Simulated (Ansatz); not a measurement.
Input for Ansatz (an electronic-structure program): R-CCSD(T)/aug-cc-pV(T+d)Z on ClH5Si (a complex). Files ending in .json are basis or fitting sets from the Basis Set Exchange.

Ansatz 0.2 input:
```yaml
crystal:
  periodic: [false, false, false]
  atoms:
    - {symbol: Cl, position_ang: [0.62551507, 1.13809305, -0.22468063]}
    - {symbol: H, position_ang: [1.11864222, -0.03363166, -0.05764518]}
    - {symbol: Si, position_ang: [-0.17786572, -0.08132707, 3.25419089]}
    - {symbol: H, position_ang: [-0.31464732, 1.38828997, 3.33470284]}
    - {symbol: H, position_ang: [-1.15899545, -0.62873967, 2.29142898]}
    - {symbol: H, position_ang: [-0.41559670, -0.67769408, 4.58898788]}
    - {symbol: H, position_ang: [1.19066614, -0.43091569, 2.80763191]}
basis:
  gaussian:
    orbitals: aug-cc-pV_T+d_Z.json
magnetization: {spin_polarized: false}
correlation: {method: ccsd_t, electrons: outside_noble_gas}
scf: {lower_state_search: off}
```

Problem. Give the final energy of this run.

Solution. -751.7902 hartree (reference determinant -751.3715, T1 diagnostic 0.009).

Problem. How many basis functions does it have, and what does it roughly cost on one machine?

Solution. 225 functions; about 80 core-seconds (a rough figure).
